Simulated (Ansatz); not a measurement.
Compare A (`C[C](=N)[GeH3]`) with its isomer B (`C/N=[CH]\[GeH3]`).

Isolated molecules relaxed with PBE0-D4/def2-TZVP in Ansatz; ΔE leaves out vibrations. CBS: MP2 limit from def2 TZ/QZ plus the TZ coupled-cluster correction, frozen cores. DFT in def2-TZVPP. B3LYP here is the variant with VWN-RPA as its local correlation; programs differ in this. For Ge outer-core shells are correlated without core-valence functions, which leaves a few kJ/mol of doubt a bond. Scalar relativity is left out up to krypton. Each species was taken in one conformer, which may not be the lowest.

Which is lower in electronic energy at CCSD(T)/CBS, and by how much? (Best estimate.)

The calculation gave: A, by 10.6 kcal/mol.

Give E(B) − E(A) in kcal/mol with B3LYP, r2SCAN-D4, PBE0-D4, CCSD(T)/def2-TZVPP, HF/def2-TZVPP, B2PLYP, PBE-D4. (Best estimate.)

Computed: B3LYP 9.7, r2SCAN-D4 10.2, PBE0-D4 10.2, CCSD(T)/def2-TZVPP 10.3, HF/def2-TZVPP 10.3, B2PLYP 10.1, PBE-D4 9.7. None reverses the order clearly.

Largest T1 diagnostic: 0.012.
